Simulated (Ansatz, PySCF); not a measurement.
C₃H₆F₂Si, SMILES F/C=C\[SiH2]CF. Atoms are numbered in the order given.

```xyz
12

F      1.6843    -0.8881     0.9053
C      2.1203     0.2108     0.2665
C      1.3050     1.0107    -0.4135
Si    -0.5446     0.7731    -0.6084
C     -1.1472    -0.7850     0.2940
F     -2.5221    -0.8816     0.0951
H      3.2022     0.3371     0.3888
H      1.7911     1.8713    -0.8864
H     -0.8824     0.6572    -2.0562
H     -1.2607     1.9601    -0.0591
H     -0.9406    -0.7381     1.3767
H     -0.6608    -1.6969    -0.0923
```
Charge 0, spin multiplicity 1.

Geometry: ωB97X-D3(BJ)/def2-SVP. The structure was generated by enumeration; whether it is a known compound was not checked. The values are those of a single conformer.

Two levels are set side by side: PBE-D3(BJ)/def2-SVP (Ansatz, a program for electronic structure) and ωB97X-D3(BJ)/def2-SVP (PySCF). Each level has its own optimised geometry; the coordinates shown are those of the second. Frequencies come from the Hessian of PySCF at each geometry. Differences are taken from unrounded values.

```
quantity                            ωB97X-D3(BJ)
----------------------------------  ------------
mean bond length (Å)                       1.384
bond F1–C2 (Å)                             1.344
bond C2–C3 (Å)                             1.329
bond C3–Si4 (Å)                            1.875
bond Si4–C5 (Å)                            1.899
bond C5–F6 (Å)                             1.393
bond C2–H7 (Å)                             1.096
bond C3–H8 (Å)                             1.096
bond Si4–H9 (Å)                            1.491
bond Si4–H10 (Å)                           1.491
bond C5–H11 (Å)                            1.103
bond C5–H12 (Å)                            1.103
highest harmonic wavenumber (cm⁻¹)          3229
mean harmonic wavenumber (cm⁻¹)             1220
zero-point energy (kcal/mol)               52.31
```

Question: What does PBE-D3(BJ) give, and how far is it from ωB97X-D3(BJ)? (The exact figures need the calculation; the answer reports its results.)

Answer: 
```json
[
 {"quantity": "mean bond length (Å)", "PBE-D3(BJ)": "1.393", "PBE-D3(BJ) minus ωB97X-D3(BJ)": "0.009"},
 {"quantity": "bond F1–C2 (Å)", "PBE-D3(BJ)": "1.351", "PBE-D3(BJ) minus ωB97X-D3(BJ)": "0.007"},
 {"quantity": "bond C2–C3 (Å)", "PBE-D3(BJ)": "1.341", "PBE-D3(BJ) minus ωB97X-D3(BJ)": "0.012"},
 {"quantity": "bond C3–Si4 (Å)", "PBE-D3(BJ)": "1.879", "PBE-D3(BJ) minus ωB97X-D3(BJ)": "0.004"},
 {"quantity": "bond Si4–C5 (Å)", "PBE-D3(BJ)": "1.912", "PBE-D3(BJ) minus ωB97X-D3(BJ)": "0.013"},
 {"quantity": "bond C5–F6 (Å)", "PBE-D3(BJ)": "1.397", "PBE-D3(BJ) minus ωB97X-D3(BJ)": "0.004"},
 {"quantity": "bond C2–H7 (Å)", "PBE-D3(BJ)": "1.104", "PBE-D3(BJ) minus ωB97X-D3(BJ)": "0.008"},
 {"quantity": "bond C3–H8 (Å)", "PBE-D3(BJ)": "1.103", "PBE-D3(BJ) minus ωB97X-D3(BJ)": "0.008"},
 {"quantity": "bond Si4–H9 (Å)", "PBE-D3(BJ)": "1.505", "PBE-D3(BJ) minus ωB97X-D3(BJ)": "0.014"},
 {"quantity": "bond Si4–H10 (Å)", "PBE-D3(BJ)": "1.505", "PBE-D3(BJ) minus ωB97X-D3(BJ)": "0.014"},
 {"quantity": "bond C5–H11 (Å)", "PBE-D3(BJ)": "1.113", "PBE-D3(BJ) minus ωB97X-D3(BJ)": "0.010"},
 {"quantity": "bond C5–H12 (Å)", "PBE-D3(BJ)": "1.113", "PBE-D3(BJ) minus ωB97X-D3(BJ)": "0.010"},
 {"quantity": "highest harmonic wavenumber (cm⁻¹)", "PBE-D3(BJ)": "3118", "PBE-D3(BJ) minus ωB97X-D3(BJ)": "-110"},
 {"quantity": "mean harmonic wavenumber (cm⁻¹)", "PBE-D3(BJ)": "1165", "PBE-D3(BJ) minus ωB97X-D3(BJ)": "-55"},
 {"quantity": "zero-point energy (kcal/mol)", "PBE-D3(BJ)": "49.97", "PBE-D3(BJ) minus ωB97X-D3(BJ)": "-2.34"}
]
```

GGA bonds tend to be longer and softer than those of functionals with exact exchange. Differences between two approximate levels are no errors against the true value.
